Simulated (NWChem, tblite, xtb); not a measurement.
**How methods differ on SiPH3Cl2 (SMILES P[SiH](Cl)Cl)**

SiPH3Cl2: 7 atoms, total charge 0, spin state singlet. As SMILES, `P[SiH](Cl)Cl`. The coordinates come from a GFN2-xTB relaxation. This is one conformer, not always the lowest.

```xyz
7

P    -1.3629    0.6957    0.0548
Si    0.5201   -0.5291    0.0713
Cl    0.8763   -1.0663    1.9861
Cl    0.1877   -2.1746   -1.0526
H    -1.1856    1.1568   -1.2406
H    -0.7760    1.8212    0.6127
H     1.7404    0.0964   -0.4317
```

Quantity: the dipole moment, in D. The values are calculated.

```json
{"level": "GFN2-xTB", "kind": "semi-empirical", "program": "tblite", "value (D)": "2.40"}
{"level": "IPEA1-xTB", "kind": "semi-empirical", "program": "tblite", "value (D)": "3.22"}
{"level": "GFN0-xTB", "kind": "semi-empirical", "program": "xtb", "value (D)": "1.26"}
{"level": "GFN1-xTB", "kind": "semi-empirical", "program": "xtb", "value (D)": "2.31"}
{"level": "HF/STO-3G", "kind": "Hartree–Fock", "program": "NWChem", "value (D)": "3.78"}
{"level": "HF/3-21G", "kind": "Hartree–Fock", "program": "NWChem", "value (D)": "3.61"}
{"level": "B3LYP/6-31G* (spherical functions)", "kind": "global hybrid", "program": "NWChem", "value (D)": "2.19"}
{"level": "B3LYP/6-31G* (Cartesian functions)", "kind": "global hybrid", "program": "NWChem", "value (D)": "2.19"}
{"level": "M06-2X/def2-SVPD", "kind": "hybrid meta-GGA", "program": "NWChem", "value (D)": "1.86"}
```

The values span 1.26 to 3.78 D. Sets without polarisation functions give poor dipoles.
